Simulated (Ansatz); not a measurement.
An input meant for Li₄H₃ (charge 0, quartet).

```yaml
crystal:
  periodic: [false, false, false]
  atoms:
    - {symbol: Li, position_ang: [-0.713494, 0.604036, 1.001666]}
    - {symbol: Li, position_ang: [-0.763494, 0.304036, 0.951666]}
    - {symbol: Li, position_ang: [-0.759989, -0.937387, -1.216283]}
    - {symbol: Li, position_ang: [0.641033, 1.371193, -0.812841]}
    - {symbol: H, position_ang: [-0.385516, -1.423451, 0.494063]}
    - {symbol: H, position_ang: [-1.082671, 0.797276, -0.777411]}
    - {symbol: H, position_ang: [0.989409, 0.811277, 0.880371]}
basis:
  gaussian: {orbitals: cc-pVDZ, nuclear_model: gaussian}
magnetization: {spin_polarized: true, initial_magnetization: 3}
hamiltonian: {xc: {name: r2SCAN}, pseudopotentials: {relativity: none}}
```

```sh
$ ansatz run in.yaml --threads 4 --pin off --events-out ev --progress --plain --max-ram 3916MiB
```

Shortened log:

```
Functional definition: r2SCAN
  name "r2SCAN"
  cite "Furness, Kaplan, Ning, Perdew & Sun, J. Phys. Chem. Lett. 11, 8208 (2020) doi:10.1021/acs.jpclett.0c02405"
  cite "Furness, Kaplan, Ning, Perdew & Sun, J. Phys. Chem. Lett. 11, 9248 (2020) doi:10.1021/acs.jpclett.0c03077"
  parent r2scan
  parameter k0 = 0.174
  parameter k1 = 0.065
  parameter a1 = 4.9479
  exchange = r2scan_x(k0 = k0, k1 = k1, a1 = a1)
  correlation = r2scan_c
674 factors; their error is unknown
mean field evaluation 1: about -699.7944 eV, gradient 2.0e1 eV
mean field evaluation 2: about -696.9433 eV, gradient 1.9e1 eV
mean field evaluation 4: about -703.9024 eV, gradient 2.8e0 eV
mean field evaluation 8: about -704.0506 eV, gradient 9.3e-2 eV
mean field evaluation 16: about -703.5802 eV, gradient 3.4e-2 eV
a density is far from that of the atoms, so the factors are made again for it
691 factors; integrals over basis functions are off by at most 2.9e-4 eV
mean field evaluation 32: about -705.2756 eV, gradient 3.2e0 eV
mean field -703.57640842 eV, -25.8559561083 hartree, gradient 3.9e-5 eV, S^2 3.758600; 0 other end points of the search recorded, 0 dependent functions left out
reference -703.57652442 eV, -25.8559603710 hartree; 9, 6 occupied and 62, 65 virtual orbitals, 691 factors
Total energy: -703.57652442 eV, -25.8559603710 hartree
```

Q: Something in this input is off. What?

A: One atom was put on top of another. Self-consistency was reached. The result belongs to that input, not to the species as meant.
